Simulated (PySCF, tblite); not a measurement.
Species: C₈H₁₂S.
Cartesian coordinates in Å at the GFN2-xTB level; atoms count from 1:
```xyz
21
C8H12S angstrom
C      1.279   -1.105    0.696
C      0.768   -0.339   -0.282
C     -0.679   -0.155   -0.443
C     -1.561    0.129    0.514
C     -3.017    0.285    0.198
C     -1.211    0.350    1.954
C      1.618    0.340   -1.251
C      3.080    0.042   -1.298
S      0.989    1.448   -2.279
H      0.636   -1.624    1.383
H      2.337   -1.242    0.837
H     -1.025   -0.223   -1.466
H     -3.339    1.306    0.402
H     -3.608   -0.378    0.829
H     -3.225    0.059   -0.844
H     -1.784    1.188    2.348
H     -1.467   -0.528    2.547
H     -0.151    0.555    2.081
H      3.253   -1.027   -1.421
H      3.538    0.577   -2.126
H      3.562    0.359   -0.372
```

Computed, not measured: PBE0/pcSseg-1 in PySCF (dipole) on a GFN2-xTB geometry, gas phase.

Masses are those of the commonest isotopes; rigid-rotor values at the optimised geometry. The values belong to one conformer with, in the numbering `[CH2:1]=[C:2]([CH:3]=[C:4]([CH3:5])[CH3:6])[C:7]([CH3:8])=[S:9]`, C1–C2–C3–C4 47°, C1–C2–C7–C8 9°.

What are A, B and C (MHz)?

Ia = 229.54, Ib = 588.34, Ic = 754.99 u·Å²; 505379 MHz·u·Å²/I gives A = 2202, B = 859.0, C = 669.4 MHz.

What kind of rotor is it?

An asymmetric top: κ = (2 × 859.0 − 2202 − 669.4)/(2202 − 669.4) = -0.75.

What does the inertial defect say?

Not planar: Δ = Ic − Ia − Ib = -62.89 u·Å². For a rigid frame Δ = −2 Σ m c², so Σ m c² = 31.45 u·Å² lies off the ab plane: 10.80 from hydrogen and 20.65 from heavier atoms. The atom farthest from that plane is 1.73 Å away.

Give the other two planar moments, Paa and Pbb, and the rms extents of the mass along the axes.

Paa = Σ m a² = (Ib + Ic − Ia)/2 = 556.89 and Pbb = Σ m b² = (Ia + Ic − Ib)/2 = 198.10 u·Å². With the mass M = 140.07 u, the rms extents √(P/M) along a, b and c are 1.99, 1.19, 0.47 Å.

Which lines would a microwave search look for?

The dipole components are |μa| = 1.11 D, |μb| = 2.68 D, |μc| = 0.17 D. Intensities carry the squares of the components, which stand as 0.17 : 1.00 : 0.00 (a : b : c). Some lines, for components of 0.1 D or more:

```tsv
type	branch	J(Ka,Kc)	MHz	lower level (cm⁻¹)
c	Q	2(1,2) ← 2(0,2)	1172	0.152
c	Q	1(1,1) ← 1(0,1)	1343	0.051
a	Q	4(1,3) ← 4(1,4)	1888	0.525
b	R	1(1,1) ← 0(0,0)	2871	0.000
b	Q	3(2,2) ← 3(1,3)	4892	0.334
b	R	4(0,4) ← 3(1,3)	4987	0.334
a	R	4(0,4) ← 3(0,3)	5937	0.303
b	Q	3(3,0) ← 3(2,1)	7107	0.501
b	R	2(2,1) ← 1(1,0)	7274	0.102
b	Q	5(3,3) ← 5(2,4)	7342	0.955
b	R	2(2,0) ← 1(1,1)	7483	0.096
a	R	5(1,4) ← 4(1,3)	8021	0.588
c	R	4(2,2) ← 3(1,2)	10124	0.372
c	R	3(3,0) ← 2(2,0)	11766	0.345
c	R	3(3,1) ← 2(2,1)	11784	0.345
c	R	5(3,2) ← 4(2,2)	14705	0.710
b	R	5(3,2) ← 4(2,3)	14974	0.701
c	R	5(4,2) ← 4(3,2)	17715	0.943
c	R	5(5,1) ← 4(4,1)	20582	1.277
```

Estimate the classical rotational partition function at 25 K, 50 K and 200 K.

Point group C1, symmetry number σ = 1; q = (√π/σ)·√((kT/h)³/(ABC)), k/h = 20836.6 MHz/K: 18700 at 25 K, 53000 at 50 K, 424000 at 200 K.

Its GFN2-xTB frequencies are all real (lowest 36 cm⁻¹). No vibrational averaging or centrifugal distortion is included, and the geometry carries the error of its method. A rigid rotor knows nothing of internal rotation, which can split or shift real lines.
